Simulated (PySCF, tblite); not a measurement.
Isomers of C8H7O (doublet state), one GFN2-xTB conformer each. Single-point energies are computed at B3LYP/pcH-1 (PySCF, gas phase, no added dispersion term), electronic only. GFN2-xTB treats the open shell by occupation alone, and not every SCF solution was tested for stability.

| SMILES | GFN2-xTB relative energy (kJ/mol) |
| --- | --- |
| C=C1C=C[C]=C1C(C)=O | 3.1 |
| CC(=O)C1=C[C@H]2C=C[C]12 | 80.1 |
| C#CC1=C(C=O)C[CH]C1 | 0.0 |
| C#CC#C[CH][C@@H](O)C=C | 133.2 |

Conformers: `[CH2:1]=[C:2]1[CH:3]=[CH:4][C:5]=[C:6]1[C:7]([CH3:8])=[O:9]` (doublet state) with C5–C6–C7–C8 0°; `[CH3:1][C:2](=[O:3])[C:4]1=[CH:5][C@H:6]2[CH:7]=[CH:8][C:9]12` (doublet state) with C1–C2–C4–C5 180°; `[CH:1]#[C:2][C:3]1=[C:4]([CH:5]=[O:6])[CH2:7][CH:8][CH2:9]1` (doublet state) with C3–C4–C5–O6 180°; `[CH:1]#[C:2][C:3]#[C:4][CH:5][C@@H:6]([OH:7])[CH:8]=[CH2:9]` (doublet state) with C4–C5–C6–O7 -27°, C5–C6–O7–H 49°, C5–C6–C8–C9 100°.

Question: What does B3LYP/pcH-1 give for the same structures?

Answer: 
| SMILES | B3LYP/pcH-1 E (Eh) | B3LYP/pcH-1 (kJ/mol) | GFN2-xTB (kJ/mol) | point group |
| --- | --- | --- | --- | --- |
| C=C1C=C[C]=C1C(C)=O | -384.17749 | 0.0 | 3.1 | Cs |
| C#CC1=C(C=O)C[CH]C1 | -384.16808 | 24.7 | 0.0 | Cs |
| C#CC#C[CH][C@@H](O)C=C | -384.12055 | 149.5 | 133.2 | C1 |
| CC(=O)C1=C[C@H]2C=C[C]12 | -384.11617 | 161.0 | 80.1 | C1 |

GFN2-xTB puts C#CC1=C(C=O)C[CH]C1 lowest instead; measured from each level's own lowest isomer, the values differ by up to 80.9 kJ/mol (CC(=O)C1=C[C@H]2C=C[C]12: 80.1 against 161.0). As drawn, the highest has a four-membered ring, which the lowest lacks. Neighbours under 21 kJ/mol apart (C#CC#C[CH][C@@H](O)C=C and CC(=O)C1=C[C@H]2C=C[C]12) can change places with a better method, another conformer or zero-point energy.

Question: What happens when harmonic zero-point energies from GFN2-xTB frequencies are added?

Answer: 
```json
{"SMILES": "C=C1C=C[C]=C1C(C)=O", "ZPE (kJ/mol)": "312.0", "electronic (kJ/mol)": "0.0", "with ZPE (kJ/mol)": "0.0"}
{"SMILES": "C#CC1=C(C=O)C[CH]C1", "ZPE (kJ/mol)": "304.9", "electronic (kJ/mol)": "24.7", "with ZPE (kJ/mol)": "17.5"}
{"SMILES": "C#CC#C[CH][C@@H](O)C=C", "ZPE (kJ/mol)": "299.8", "electronic (kJ/mol)": "149.5", "with ZPE (kJ/mol)": "137.2"}
{"SMILES": "CC(=O)C1=C[C@H]2C=C[C]12", "ZPE (kJ/mol)": "312.6", "electronic (kJ/mol)": "161.0", "with ZPE (kJ/mol)": "161.6"}
```

The zero-point energies span 12.8 kJ/mol. The order is unchanged.
